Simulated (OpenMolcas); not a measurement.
**Yb3+ in KCdF3**

Yb3+ with its 6 nearest fluoride ions at 2.169 Å, on the Cd site of idealised cubic KCdF3 (a = 4.302 Å, distance in the model lattice 2.151 Å). The rest of the host is ab initio model potentials to 7.6 Å, with orthogonalisation functions on the cations behind the ligands, and point charges beyond; the distance is set by hand and nothing relaxes, and no local charge compensation is placed. Ligand basis ANO-RCC-VDZP.

- Program: OpenMolcas 26.06
- Method: CASSCF
- Basis: ANO-RCC-VDZP [7s6p4d2f1g]
- Scalar Hamiltonian: DKH2, point nucleus
- Active space: 13 electrons in 7 orbitals (4f)
- State averaging: 2S+1 = 2 odd, 7 roots
- Spin-orbit coupling: state interaction with AMFI integrals over the reference wave functions

The lowest spin-free states (labels of O, the rotations of Oh), above the lowest:

```csv
State,Degeneracy,E (cm-1),Free-ion L (%)
2T1,3,0.0,F (100)
2T2,3,491.7,F (100)
2A2,1,718.1,F (100)
```

The lowest levels with spin-orbit coupling:

```
E (cm-1)  Degeneracy  Label  2S+1     J  |mJ| (%)               g
     0.0           2     Γ6     2  3.50  1/2 (58)  2.65 2.65 2.65
   308.0           4     Γ8     2  3.50  3/2 (37)                
   623.7           2     Γ7     2  3.51  5/2 (75)  3.41 3.41 3.41
   10641           4     Γ8     2  2.50  1/2 (50)                
   11042           2     Γ7     2  2.51  3/2 (83)  1.41 1.41 1.41
```

Powder χT (cm3 K/mol): 0.676 at 2 K, 0.745 at 10 K, 1.09 at 50 K, 1.5 at 100 K, 2.05 at 200 K, 2.29 at 300 K. The effective moment at 300 K is 2.828 √(χT) = 4.28 μB.

Hund's rules give f13 the level 2F7/2 with g = 1.143, so an isolated free-ion multiplet has χT = g² J(J+1) / 8 = 2.571 cm3 K/mol. The computed 2.287 at 300 K differs by -11 %, through the field's splitting, the mixing of terms and any other multiplet in reach.

Stevens parameters of the J = 7/2 multiplet, which is 624 cm-1 wide (cm-1, z along the main axis): B40 = -3.155e-01, B44 = -1.577e+00, B60 = 1.784e-03, B64 = -3.745e-02.

Metal share of the active 4f orbitals (Löwdin): 99, 99, 99, 100, 100, 100, 100 %; Mulliken charge of the metal 2.66.

Without dynamic correlation the ligand-field splitting of an f shell can come out too small, at times by half. No measured value stands beside these numbers; the geometry was set by hand and not optimised.

The RASSCF and RASSI steps took 20 s on 1 thread of Arm Neoverse V1, with other jobs on the host; the integral step is not counted.
